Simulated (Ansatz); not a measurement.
Reaction (formal exchange of groups at the Sb–Si bond): `N[Si](O)(Cl)[SbH2]` + `OF` → `[OH][SbH2]` + `N[Si](O)(F)Cl`

Program: Ansatz. Geometries: PBE0-D4/def2-TZVP. ΔE: electronic, gas phase. CBS: MP2 limit from def2 TZ/QZ plus the TZ coupled-cluster correction, frozen cores. This one scheme is used for every species. Functionals use def2-TZVPP. B3LYP here is the variant with VWN-RPA as its local correlation; programs differ in this. HSE06 is defined as in plane-wave codes. Elements past krypton have def2 core potentials. For Sb outer-core shells are correlated without core-valence functions, which leaves a few kJ/mol of doubt a bond. One conformer a species, not always the lowest.

```
             level  ΔE (kJ/mol)  difference from CCSD(T)/CBS
            PBE-D4       -488.4                         55.4
          HSE06-D4       -511.3                         32.5
           ωB97X-V       -528.5                         15.3
            B2PLYP       -543.7                          0.1
              BLYP       -512.4                         31.4
            r2SCAN       -530.2                         13.6
             B3LYP       -532.6                         11.2
           r2SCANh       -535.5                          8.3
           r2SCAN0       -543.5                          0.3
             BHLYP       -561.7                        -17.9
         CAM-B3LYP       -546.7                         -2.9
           LC-ωPBE       -535.1                          8.7
       HF/def2-SVP       -544.5                         -0.7
  CCSD(T)/def2-SVP       -495.5                         48.3
CCSD(T)/def2-TZVPP       -535.6                          8.2
    MP2/def2-QZVPP       -564.6                        -20.8
       CCSD(T)/CBS       -543.8                            0
```

(1) What do rigid-rotor, harmonic-oscillator terms from PBE0-D4/def2-TZVP frequencies (298.15 K, 1 bar) make of the CCSD(T)/CBS value? (Best estimate.)

Largest T1 diagnostic among the species: 0.014.

## Answers

(1) The calculation gave: ΔZPE = +4.1 kJ/mol, ΔH = -542.4 kJ/mol, ΔS = -7 J/(mol·K), ΔG = -540.2 kJ/mol.

From r2SCAN to r2SCAN0 (25 % exact exchange), in def2-TZVPP and without D4, ΔE moves by −13.3 kJ/mol. Leaving LDA and LC-ωPBE aside and taking each functional with its dispersion term where it has one, the values, not all of them listed here, spread over 66.0 kJ/mol, from BHLYP-D4 to revPBE-D4. LDA lies −13.0 kJ/mol from PBE without D4. In def2-TZVPP, CCSD(T) changes the Hartree–Fock value by +53.5 kJ/mol (the triples alone add +10.2 kJ/mol) and MP2 by +31.9 kJ/mol.
